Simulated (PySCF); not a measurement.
# Radial density of Be⁺ (beryllium, charge +1)

UHF, [He] 2p1, 2P determinant (an excited configuration). All numbers are calculated (PySCF 2.14, scalar relativity by spin-free X2C-1e, in aug-cc-pCVTZ-DK with one added diffuse shell each of s, p, d, f type (8s7p5d3f, 75 functions)).

| r (bohr) | 4πr²ρ (e/bohr) | 4πr²(ρα − ρβ) |
| --- | --- | --- |
| 0.00547 | 0.01252 | 0.0000 |
| 0.00920 | 0.03437 | -0.0001 |
| 0.0155 | 0.09175 | -0.0003 |
| 0.0260 | 0.2380 | -0.0007 |
| 0.0438 | 0.5834 | -0.0016 |
| 0.0736 | 1.304 | -0.0034 |
| 0.124 | 2.489 | -0.0060 |
| 0.208 | 3.684 | -0.0054 |
| 0.350 | 3.618 | 0.0123 |
| 0.589 | 1.877 | 0.0738 |
| 0.991 | 0.5237 | 0.2224 |
| 1.67 | 0.3990 | 0.3908 |
| 2.80 | 0.2814 | 0.2814 |
| 4.72 | 0.04319 | 0.0432 |
| 7.93 | 0.0006771 | 0.0007 |

Densities and radii are taken from the X2C orbitals without a picture-change correction, which distorts them close to the nucleus.

Where is the radial spin density 4πr²(ρα − ρβ) most negative, and why is it negative at all?

Around r = 0.124 bohr, down to -0.0060 e/bohr: exchange with the open shell polarises the paired shells in an unrestricted calculation.
